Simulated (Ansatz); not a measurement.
A nudged elastic band was laid between two geometries of C2H6BBr (10 atoms, charge 0, multiplicity 1).

Level of theory: RKS PBE/def2-SVP (Ansatz).

| Item | Value |
| --- | --- |
| movable images | 9 |
| climbing image | yes |
| spring | 5.0 eV/Å² |
| optimiser | quadratic models (default) |
| start path | IDPP |
| force threshold | 0.03 eV/Å |
| iteration limit | 60 |
| end points | relaxed |

First end point:

```xyz
10
Properties=species:S:1:pos:R:3
C -0.988 0.457 -0.842
B -0.194 -0.546 0.071
C 0.947 -0.076 1.051
Br 2.221 -0.579 -0.407
H -1.247 0.036 -1.834
H -1.965 0.629 -0.329
H -0.513 1.449 -0.976
H -0.497 -1.727 0.106
H 1.100 1.002 1.240
H 1.217 -0.695 1.924
```

Last end point:

```xyz
10
Properties=species:S:1:pos:R:3
C -0.661 0.061 -1.245
B -0.268 -0.601 0.109
C 0.695 0.039 1.169
Br 1.472 1.803 0.756
H -1.356 -0.514 -1.884
H -1.087 1.071 -1.043
H 0.269 0.289 -1.817
H -0.699 -1.698 0.445
H 0.170 0.144 2.143
H 1.548 -0.645 1.371
```

Q: What changes between the two ends?

A: No bond is made or broken. The dihedral C1–B2–C3–H9 goes from 10 to 122°.

Q: What energy profile does the band end with?

A: The forces met the threshold. The highest image is number 5 of 0 to 10, 0.146 eV above the first end and 0.064 eV above the last; the last end lies 0.081 eV above the first. A structure lower than the last end lies on the path between it and the top, so the climb from that side starts below the end, which may itself be a saddle point or a shallow side well. A vibrational analysis at the climbing image gives one clearly imaginary mode, 156i cm⁻¹: a first-order saddle point.

```
image  path coordinate (Å)  energy (eV)  dihedral C1–B2–C3–H9 (°)
    0                 0.00        0.000                        10
    1                 0.26        0.019                        21
    2                 0.52        0.063                        32
    3                 0.79        0.107                        43
    4                 1.05        0.136                        53
    5                 1.31        0.146                        63
    6                 2.02        0.105                        90
    7                 2.74        0.078                       116
    8                 3.45        0.078                       123
    9                 4.16        0.075                       124
   10                 4.87        0.081                       122
```

Q: What is the geometry of the highest image?

A: 
```xyz
10
Properties=species:S:1:pos:R:3:forces:R:3
C -0.881 0.318 -1.007 0.00 0.00 0.00
B -0.289 -0.555 0.145 0.00 0.00 0.00
C 0.903 -0.092 1.077 0.00 0.00 0.00
Br 2.420 0.479 -0.059 0.00 0.00 0.00
H -0.816 -0.250 -1.963 0.00 0.00 0.00
H -1.976 0.440 -0.843 0.00 0.00 0.00
H -0.410 1.309 -1.157 0.00 0.00 0.00
H -0.797 -1.644 0.375 0.00 0.00 0.00
H 0.620 0.802 1.674 0.00 0.00 0.00
H 1.310 -0.858 1.761 0.00 0.00 0.00
```

The run took 3.9 min on 2 threads of Arm Neoverse V2, on a shared host, peak memory 0.15 GiB.
